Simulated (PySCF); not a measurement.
## Name the molecule from its bond curve

A diatomic of charge 0 contains Cd. Its doublet curve at PBE0 in a double-zeta basis (scalar-relativistic core potentials, PySCF), in eV from the separated fragments:

```
R (Å)  E (eV)
1.520  -0.471
1.590  -0.662
1.661  -0.768
1.714  -0.806
1.767  -0.816
1.820  -0.805
1.891  -0.766
1.979  -0.692
2.085  -0.584
2.226  -0.437
```

The fit gives ωe = 1442 cm⁻¹ and the rotational constant Bₑ = 5.423 cm⁻¹.

Problem. Which atom is the partner?

Solution. The minimum lies at 1.764 Å, so the reduced mass is 16.8576 u Å² cm⁻¹/(Bₑ·Re²) = 0.9990 u. With Cd at 113.90 u the partner weighs about 1.0 u: H. The molecule is CdH.

Spin–orbit coupling is left out. The state is the lowest determinant that a PBE0 search found; another state may lie lower at other levels.
